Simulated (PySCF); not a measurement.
def2 core potentials replace the inner electrons of Sn.

Excitations are Tamm–Dancoff values on a coarser integration grid. The basis has no diffuse functions, so Rydberg states are missing or too high.

Cartesian coordinates (Å):
```xyz
23

C      3.2300     0.2601    -0.1480
O      2.1198    -0.1467    -0.9064
Sn     0.3377    -0.2973    -0.0821
C     -0.8962    -1.1744    -1.6056
C     -2.3505    -0.8682    -1.4174
F     -2.7574    -1.1776    -0.1757
F     -2.6104     0.4318    -1.6063
F     -3.1218    -1.5517    -2.2658
O      0.5210    -1.4133     1.5277
C     -0.3367    -1.2463     2.6294
O     -0.2398     1.4537     0.6274
C     -0.3587     2.5818    -0.1976
H      3.4082    -0.3902     0.7277
H      3.1368     1.3002     0.2177
H      4.1243     0.2117    -0.7909
H     -0.5590    -0.8200    -2.5885
H     -0.7434    -2.2610    -1.5493
H     -1.3677    -1.5855     2.4153
H     -0.3911    -0.1982     2.9740
H      0.0511    -1.8585     3.4602
H     -0.6526     3.4393     0.4301
H      0.5908     2.8491    -0.6997
H     -1.1344     2.4613    -0.9764
```
Charge 0, multiplicity 1.

Q: Give the S1–T1 gap (TDA), total energy, LUMO, HOMO and dipole moment at the level PBE-D3(BJ)/def2-SVP // PBE0-D3(BJ)/def2-SVP (PySCF).

A: 
The S1–T1 gap (TDA) comes out as 0.30 eV and the total energy is -25452.13 eV. The LUMO is -1.89 eV and the HOMO is -6.02 eV. The dipole moment is 0.96 D.
